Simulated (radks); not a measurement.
Results of a calculation; reference values are marked as such.
All-electron atom: the bismuth ion Bi53+ in [Ar] 3d10 4s2. Level of theory: scalar-relativistic Kohn-Sham, exchange-only LDA, spin-polarised, spherical densities, point nucleus (a radial shooting solver on a logarithmic mesh with Libxc functionals).

Radial electron density D(r) = 4 pi r^2 rho(r):

r (bohr)   D(r) (e/bohr)
0.0006069          6.385
0.0006843          7.627
0.0007715          9.097
0.000863           10.70
0.000973           12.72
0.001097           15.07
0.001237           17.82
0.001384           20.77
0.00156            24.40
0.001759           28.55
0.001983           33.27
0.002218           38.21
0.002501           44.09
0.00282            50.57
0.003179           57.60
0.003556           64.59
0.004009           72.43
0.004521           80.44
0.005097           88.39
0.005701           95.48
0.006428           102.4
0.007247           108.3
0.008171           112.7
0.009213           115.4
0.01031            116.2
0.01162            115.2
0.0131             112.5
0.01477            108.7
0.01652            105.0
0.01863            102.0
0.021              101.1
0.02368            103.4
0.02649            108.9
0.02986            118.2
0.03367            129.9
0.03796            141.6
0.04246            150.2
0.04788            154.4
0.05398            151.9
0.06086            143.1
0.06808            131.7
0.07676            120.1
0.08654            113.6
0.09758            114.4
0.11               121.5
0.1231             129.2
0.1387             132.6
0.1564             125.7
0.1764             107.8
0.1973             84.59
0.2224             59.10
0.2508             38.39
0.2828             24.58
0.3163             16.73
0.3566             11.27
0.4021             7.137
0.4533             3.897
0.5071             1.839
0.5717            0.6486
0.6446            0.1733
0.7268           0.03398
0.8129          0.005451
0.9166         0.0005309

D(r) has 3 maxima, at r = 0.0102, 0.0486, 0.137 bohr, and minima at 0.0205, 0.0908 bohr, inside which lie 1.89, 11.09 electrons.
